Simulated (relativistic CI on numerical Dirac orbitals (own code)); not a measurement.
# What each ingredient does to the levels of Zr5+

Base calculation: Dirac-Coulomb-Breit CI, separate exchange-only KLI orbitals for each configuration, model QED (radiative potential, 1s self-energy scaled to tabulated hydrogen-like ionisation energies), valence Slater integrals scaled by 0.85, P86 correlation energy added to each configuration.

Configuration list (outside the closed core [Ar] 3d10): 4s2 4p5, 4s 4p6, 4s2 4p4 4d, 4s 4p5 4d, 4s2 4p4 4f, 4s2 4p4 5s, 4s 4p5 4f, 4s2 4p4 5p, 4s2 4p4 5d, 4s2 4p4 6s, 4p6 4d, 4s2 4p4 6p, 4s 4p4 4d2, 4p5 4d2, 4p4 4d3, 4p4 4d2 4f, 4p4 4d2 5s. Double excitations out of closed p, d and f shells are left out; levels of such configurations are missing from the list, as are those of other unlisted configurations, and high levels can miss mixing partners. These lack a partner that the ground configuration has and come out too high: 4s2 4p4 5p, 4s2 4p4 5d, 4s2 4p4 6s, 4s2 4p4 6p.

Variants: (1) no correlation estimate; (2) self-excluded LDA correlation estimate; (3) Breit term removed; (4) only the first 3 configurations. Shifts of the energy above 4s2 4p5 2P°_3/2, in cm⁻¹, for the lowest level and the first level of each name with at least 55 % of one term (blank where a level changes its place among those of its configuration and J or its character, or is not in the variant):

| Level | Base | Δ(1) | Δ(2) | Δ(3) | Δ(4) | Measured |
| --- | --- | --- | --- | --- | --- | --- |
| 4s2 4p5 2P°_3/2 | 0.0 | 0.0 | 0.0 | 0.0 | 0.0 | 0.0 |
| 4s2 4p5 2P°_1/2 | 15524.4 | -1.8 | -0.4 | +275.3 | +177.9 | 15602.8 |
| 4s 4p6 2S_1/2 | 189628.4 | -781.7 | +60.7 | +160.9 | +5070.1 | 191570.7 |
| 4s2 4p4 4d 4D_5/2 | 247572.4 | -1726.3 | -135.7 | +379.0 | +2523.0 | 248940.1 |
| 4s2 4p4 4d 4D_7/2 | 247966.5 | -1727.1 | -136.2 | +437.3 | +2455.8 | 249322.9 |
| 4s2 4p4 4d 4D_3/2 | 248644.3 | -1725.7 | -135.2 | +360.5 | +2597.7 | 250017.6 |
| 4s2 4p4 4d 4D_1/2 | 250477.3 | -1725.4 | -134.7 | +398.4 | +2739.5 | 251818.7 |
| 4s2 4p4 4d 4F_9/2 | 260348.4 | -1729.0 | -142.2 | +398.2 | +1665.5 | 261642.9 |
| 4s2 4p4 4d 4F_7/2 | 264802.5 | -1727.9 | -140.4 | +382.4 | +2044.0 | 266145.4 |
| 4s2 4p4 4d 2P_1/2 | 264838.7 | -1717.5 | -129.1 | +456.9 | +3739.5 |  |
| 4s2 4p4 4d 4P_1/2 | 269404.4 | -1707.5 | -127.2 | +398.4 | +3304.4 | 272091.3 |
| 4s2 4p4 4d 4F_5/2 | 270087.0 | -1729.6 | -141.5 | +523.3 | +1855.4 | 271374.4 |
| 4s2 4p4 4d 4P_5/2 | 276096.4 | -1715.1 | -129.0 | +519.1 | +3070.2 | 278742.2 |
| 4s2 4p4 4d 2D_5/2 | 280788.5 | -1718.2 | -130.1 | +614.5 | +3303.0 |  |

At this charge configurations can still be misplaced by up to about 7 % of their energy. 44 of the 69 excited levels that our extract of the measured tables holds in this range could be paired (the sources list more); they are missed by 5615 cm⁻¹ on average and 9475 at most, and levels without a partner can miss by more.

Measured levels: measured levels as listed in Rauch et al., Astron. Astrophys. 599, A142 (2017).

Ionisation energy from the two ground configurations alone: base 96.55 eV; no correlation estimate 95.12 eV; self-excluded LDA correlation estimate 96.88 eV; Breit term removed 96.58 eV. The NIST ASD value (semi-empirical) is 96.38 eV.

LS names give the leading component of a level, which can be under half, so a name can repeat, a term be missing and a line seem to break the LS rules.
